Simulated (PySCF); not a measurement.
Screening by computed properties: pick the candidate that meets the target.

All species are isolated and taken at one optimised geometry, non-relativistic unless stated; the electronic structure was computed with PySCF and density fitting.

Dipoles, sizes and rotational constants follow the conformer. The torsions of the flexible species, by atom-mapped SMILES:
- `[CH:1]#[C:2][Si@H:3]([OH:4])[O:5][CH3:6]`: C2–Si3–O5–C6 -57°, H–O4–Si3–C2 -90°
- `[O:1]=[CH:2][C@H:3]1[CH2:4][SiH2:5][O:6]1`: O1–C2–C3–C4 93°
- `[O:1]=[CH:2][Si@H:3]1[CH2:4][CH2:5][O:6]1`: O1–C2–Si3–C4 125°
- `[NH2:1][Si@H:2]1[CH:3]=[CH:4][CH2:5][O:6]1`: H–N1–Si2–C3 -135°, H–N1–Si2–C3 90°
- `[CH3:1][SiH:2]([CH:3]=[O:4])[CH:5]=[O:6]`: C1–Si2–C3–O4 141°, C1–Si2–C5–O6 32°
- `[O:1]=[CH:2][CH2:3][SiH2:4][CH:5]=[O:6]`: O1–C2–C3–Si4 5°, C2–C3–Si4–C5 -56°, C3–Si4–C5–O6 -50°
- `[CH2:1]=[CH:2][O:3][SiH2:4][CH:5]=[O:6]`: C1–C2–O3–Si4 180°, C2–O3–Si4–C5 180°, O3–Si4–C5–O6 180°

The conformers of `O=C1CC[SiH2]O1` aren't listed.

**Question.** Wanted: HOMO–LUMO gap between 7.5 eV and 8.6 eV (CAM-B3LYP/def2-SVPD) and dipole moment below 0.9 D (CAM-B3LYP/def2-SVPD), at GFN2-xTB geometries. Which candidate meets both?
A. `C1O[Si@@H](C=O)C1`
B. `N[Si@H]1C=CCO1`
C. `C#C[Si@H](O)OC`
D. `C1=CO[SiH2]CO1`
E. `[SiH2]1OC=C(C)O1`
F. `O=C[C@H]1C[SiH2]O1`
G. `C[SiH](C=O)C=O`

**Answer.** E. Computed values:
```
           species  HOMO–LUMO gap  dipole moment
    C[SiH](C=O)C=O        7.27 eV         2.40 D
 C1O[Si@@H](C=O)C1        7.67 eV         2.86 D
  [SiH2]1OC=C(C)O1        8.27 eV         0.45 D
    C1=CO[SiH2]CO1        8.43 eV         1.01 D
O=C[C@H]1C[SiH2]O1        8.86 eV         3.41 D
    N[Si@H]1C=CCO1        9.78 eV         0.82 D
    C#C[Si@H](O)OC       10.52 eV         1.96 D
```

**Question.** Wanted: HOMO energy between -9.6 eV and -9.2 eV (CAM-B3LYP/def2-SVPD) and lowest triplet excitation (Tamm–Dancoff) above 5.1 eV (TDA CAM-B3LYP/def2-SVPD), at GFN2-xTB geometries. Which candidate meets both?
A. `O1C(=CO[SiH2]1)C`
B. `O=C1CC[SiH2]O1`
C. `[SiH2]1COC=CO1`
D. `O=C[Si@H]1CCO1`
E. `O=CC[SiH2]C=O`
F. `C#C[Si@H](O)OC`
G. `O=C[C@H]1C[SiH2]O1`

**Answer.** B. Computed values:
```
           species  HOMO energy  lowest triplet excitation (Tamm–Dancoff)
    C#C[Si@H](O)OC     -9.78 eV                                   5.06 eV
    O=C1CC[SiH2]O1     -9.40 eV                                   5.23 eV
O=C[C@H]1C[SiH2]O1     -8.99 eV                                   3.61 eV
    O=C[Si@H]1CCO1     -8.61 eV                                   2.34 eV
     O=CC[SiH2]C=O     -8.33 eV                                   2.73 eV
    [SiH2]1COC=CO1     -7.52 eV                                   4.25 eV
  O1C(=CO[SiH2]1)C     -7.31 eV                                   4.07 eV
```

**Question.** Wanted: electronic spatial extent ⟨r²⟩ about the centre of nuclear charge above 750 bohr² (CAM-B3LYP/def2-SVPD) and lowest singlet excitation above 5.6 eV (TDDFT CAM-B3LYP/def2-SVPD), at GFN2-xTB geometries. Which candidate meets both?
A. `O=CC[SiH2]C=O`
B. `O1C=C(C)O[SiH2]1`
C. `O=C[C@H]1C[SiH2]O1`
D. `C=CO[SiH2]C=O`
E. `O=C[Si@H]1CCO1`
F. `C#C[Si@H](O)OC`

**Answer.** F. Computed values:
```
           species  electronic spatial extent ⟨r²⟩ about the centre of nuclear charge  lowest singlet excitation
  O1C=C(C)O[SiH2]1                                                          653 bohr²                    5.17 eV
     O=CC[SiH2]C=O                                                          699 bohr²                    3.39 eV
O=C[C@H]1C[SiH2]O1                                                          731 bohr²                    4.19 eV
    O=C[Si@H]1CCO1                                                          768 bohr²                    3.02 eV
    C#C[Si@H](O)OC                                                          784 bohr²                    6.10 eV
     C=CO[SiH2]C=O                                                         1004 bohr²                    3.21 eV
```
